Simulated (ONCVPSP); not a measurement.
**u(r) = r·R(r): atom against pseudo-atom (nitrogen (N))**

Columns: radius, all-electron u(r) and pseudo u(r) of the 2p shell (level -7.44 eV) of nitrogen in the configuration [He] 2s1.5 2p3.5; LDA (Perdew-Wang 92), scalar-relativistic, ONCV scheme, ONCVPSP 4.0.1.

| r (bohr) | all-electron | pseudo |
| --- | --- | --- |
| 0.120 | 0.0991 | 0.0334 |
| 0.240 | 0.2761 | 0.1272 |
| 0.360 | 0.4454 | 0.2647 |
| 0.480 | 0.5804 | 0.4222 |
| 0.600 | 0.6769 | 0.5750 |
| 0.720 | 0.7382 | 0.7024 |
| 0.840 | 0.7707 | 0.7913 |
| 0.960 | 0.7806 | 0.8378 |
| 1.080 | 0.7738 | 0.8454 |
| 1.200 | 0.7551 | 0.8235 |
| 1.320 | 0.7284 | 0.7829 |
| 1.440 | 0.6963 | 0.7337 |
| 1.560 | 0.6612 | 0.6831 |
| 1.680 | 0.6244 | 0.6353 |
| 1.800 | 0.5871 | 0.5916 |
| 1.920 | 0.5501 | 0.5515 |
| 2.040 | 0.5140 | 0.5143 |
| 2.160 | 0.4791 | 0.4791 |
| 2.280 | 0.4456 | 0.4456 |
| 2.400 | 0.4138 | 0.4138 |
| 2.520 | 0.3836 | 0.3836 |
| 2.640 | 0.3552 | 0.3552 |
| 2.760 | 0.3285 | 0.3285 |
| 2.880 | 0.3036 | 0.3035 |
| 3.000 | 0.2802 | 0.2802 |
| 3.120 | 0.2584 | 0.2584 |

(1) How many radial nodes do the two functions have?

(2) At about which radius was the pseudo-wave matched?

(3) Where does each function peak?

(4) Is the pseudo-wave norm-conserving?

## Answers

(1) The all-electron 2p function has n − l − 1 = 0; the pseudo-wave has 0.

(2) 2.40 bohr. The columns agree to 0.0005 from 2.04 bohr on; several derivatives are matched, so the curves merge somewhat inside the radius.

(3) Outermost all-electron maximum near 0.96 bohr, pseudo maximum near 1.08 bohr (to the table’s step).

(4) Yes: the ONCV scheme keeps the norm inside the radius equal to the all-electron one, which fixes the energy derivative of the logarithmic derivative at the level.
